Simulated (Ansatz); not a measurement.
Gas-phase electronic energies from Ansatz, PBE0-D4/def2-TZVP geometries. CCSD(T)/CBS is the MP2 limit (def2-TZVPP, def2-QZVPP) plus CCSD(T) − MP2 in def2-TZVPP, frozen cores. Functionals use def2-TZVPP. B3LYP here is the variant with VWN-RPA as its local correlation; programs differ in this. For Ge outer-core shells are correlated without core-valence functions, which leaves a few kJ/mol of doubt a bond. Scalar relativity is left out up to krypton. Each species was taken in one conformer, which may not be the lowest.

Consider the cleavage of the Si–Ge bond: `N[SiH2][GeH2][SH]` + `N[SiH](O)Cl` → `N[SiH2]O[SiH](N)Cl` + `[SH][GeH3]`.

Q: Is it downhill or uphill in electronic energy at CCSD(T)/CBS, and by how much? (An estimate is asked.)

A: Computed: Downhill: ΔE = -27.0 kcal/mol.

Q: What do these levels give: ωB97X-V, ωB97M-V, B2PLYP, r2SCAN, B3LYP, MP2/def2-TZVPP, CCSD(T)/def2-TZVPP, HF/def2-QZVPP, MP2/def2-QZVPP, SCS-MP2/def2-QZVPP, HF/CBS(def2), CCSD/CBS(def2)? (An estimate is asked.)

A: Ansatz gave: ωB97X-V -27.5, ωB97M-V -27.9, B2PLYP -27.5, r2SCAN -26.2, B3LYP -26.3, MP2/def2-TZVPP -28.2, CCSD(T)/def2-TZVPP -27.5, HF/def2-QZVPP -33.0, MP2/def2-QZVPP -28.1, SCS-MP2/def2-QZVPP -29.1, HF/CBS(def2) -33.1, CCSD/CBS(def2) -27.6 kcal/mol.

Largest T1 diagnostic among the species: 0.011.

From PBE to PBE0 (25 % exact exchange), in def2-TZVPP and without D4, ΔE moves by −2.0 kcal/mol. The D4 term adds −1.3 kcal/mol with B3LYP and −0.8 kcal/mol with PBE0; it sums over pairs of atoms, weighted by their polarisabilities, and B3LYP, whose exchange is more repulsive, gets the larger term. In def2-TZVPP, CCSD(T) changes the Hartree–Fock value by +4.9 kcal/mol (the triples alone add +0.5 kcal/mol) and MP2 by +4.2 kcal/mol.
